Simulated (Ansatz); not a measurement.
**Setting up BBrCl2 (bromodichloroborane) in Ansatz**

The species is BBrCl2 (4 atoms), meant as a singlet with charge 0. SMILES: `ClB(Cl)Br`. Geometry: relaxed at PBE0-D4/def2-TZVP.

```xyz
4

Cl    0.5821    0.6660    1.5108
B     0.0372   -0.0381    0.0221
Cl    0.4443   -1.6792   -0.3656
Br   -1.0081    0.9911   -1.1876
```

Settings wanted:

```yaml
basis_set: 3-21G
core_potential: none
integral_approximation: none
task: energy
method: HF
dispersion: none
reference: RHF
accuracy: high
d_and_f_functions: spherical
```

Question: Give an Ansatz 0.2.0 job that does this.

Answer: This one ran through:

input.yaml:
```yaml
crystal:
  periodic: [false, false, false]
  atoms:
    - symbol: Cl
      position_ang: [0.582100, 0.666000, 1.510800]
    - symbol: B
      position_ang: [0.037200, -0.038100, 0.022100]
    - symbol: Cl
      position_ang: [0.444300, -1.679200, -0.365600]
    - symbol: Br
      position_ang: [-1.008100, 0.991100, -1.187600]
basis:
  gaussian:
    orbitals: 3-21G-spherical.json
hamiltonian:
  xc: hf
accuracy: high
output: {orbitals: {seedname: orbitals}}
```

```bash
$ ansatz run input.yaml --threads 1 --pin off --max-ram 3480MiB --events-out events.jsonl --progress --plain --runs-dir runs
```

(Basis files named in the input come from the Basis Set Exchange and aren't shown.)

Calculated total energy: -3499.27696 Eh.
